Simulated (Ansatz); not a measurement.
```yaml
crystal:
  periodic: [false, false, false]
  atoms:
    - {symbol: C, position_ang: [-0.059298, 1.394328, 0.881882]}
    - {symbol: C, position_ang: [0.054383, -0.127775, 0.829081]}
    - {symbol: Al, position_ang: [0.031839, -0.924833, -0.955172]}
    - {symbol: S, position_ang: [0.187026, -3.079727, -1.288603]}
    - {symbol: S, position_ang: [-0.150624, 0.261592, -2.780951]}
    - {symbol: H, position_ang: [-0.040058, 1.768638, 1.909370]}
    - {symbol: H, position_ang: [0.762060, 1.879995, 0.347927]}
    - {symbol: H, position_ang: [-0.990534, 1.746215, 0.429563]}
    - {symbol: H, position_ang: [0.976270, -0.459381, 1.322881]}
    - {symbol: H, position_ang: [-0.757076, -0.591614, 1.403625]}
    - {symbol: H, position_ang: [0.271512, -3.338644, 0.028100]}
    - {symbol: H, position_ang: [-0.208598, 1.416108, -2.093802]}
basis:
  gaussian: {orbitals: aug-cc-pVTZ, point_charges: [{charge: 2.00, position_ang: [4.666, 0.711, 0.923]}]}
total_charge: -1
magnetization: {spin_polarized: true, initial_magnetization: 1}
hamiltonian: {xc: {name: PBE1PBE}, dispersion: d3bj}
scf: {lower_state_search: off}
output: {forces: true}
```

```sh
$ ansatz run in.yaml --threads 4 --pin off --events-out ev --progress --plain --max-ram 10444MiB
```

Output, abridged:

```
Error: YAML parse error: error: line 20 column 19: hamiltonian.xc: no functional is named "PBE1PBE"; the names, which are not case-sensitive, are SVWN5, SPW92, PBE, PBE0, PBEsol, revPBE, revPBE0, RPBE, rPW86-PBE, HSE06, wPBEh, LC-wPBE, HISS, HF, BLYP, B3LYP, B3LYP5, BHLYP, CAM-B3LYP, r2SCAN, r2SCANh, r2SCAN0, r2SCAN50, m-r2SCAN, B97, wB97, wB97X, wB97X-V, B97M-V, wB97M-V, B2PLYP, B2GP-PLYP, PBE0-DH, PBE-QIDH
18 | total_charge: -1
19 | magnetization: {spin_polarized: true, initial_magnetization: 1}
20 | hamiltonian: {xc: {name: PBE1PBE}, dispersion: d3bj}
21 | scf: {lower_state_search: off}
22 | output: {forces: true}
```

**Question.** What is wrong with this run?

**Answer.** The method's name isn't one that the program takes here. The program refused the input.

HSE06 is defined as in plane-wave codes.
